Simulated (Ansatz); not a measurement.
Correlation energies of CH6O2Si2 (`O=CO[SiH2][SiH3]`) by basis set

Cartesian coordinates in Å:
```
O 0.171 1.941 -0.393
C 0.808 1.385 -1.246
O 0.684 0.103 -1.553
Si -0.470 -0.809 -0.676
Si -0.239 -0.503 1.633
H 1.568 1.880 -1.866
H -0.158 -2.190 -1.115
H -1.819 -0.431 -1.167
H -1.143 0.565 2.122
H 1.175 -0.162 1.939
H -0.576 -1.779 2.323
```

Total charge 0; spin multiplicity 1. The structure was optimised at the PBE0-D4/def2-TZVP level. It is one conformer, not always the lowest. Frozen core, restricted reference, Ansatz 0.2.0. CBS rows extrapolate triple and quadruple zeta; past MP2 they add the triple-zeta difference.

```json
{"basis": "def2-SVP", "HF (Eh)": "-768.65953", "MP2 corr.": "-0.68949", "CCSD corr.": "-0.74067", "(T)": "-0.02190", "CCSD(T) total": "-769.42210"}
{"basis": "def2-TZVPP", "HF (Eh)": "-769.09899", "MP2 corr.": "-0.86741", "CCSD corr.": "-0.91117", "(T)": "-0.03664", "CCSD(T) total": "-770.04680"}
{"basis": "def2-QZVPP", "HF (Eh)": "-769.12580", "MP2 corr.": "-0.93381", "CCSD corr.": "–", "(T)": "–", "CCSD(T) total": "–"}
{"basis": "CBS(def2)", "HF (Eh)": "-769.12949", "MP2 corr.": "-0.98299", "CCSD corr.": "-1.02676", "(T)": "as TZ", "CCSD(T) total": "-770.19289"}
```
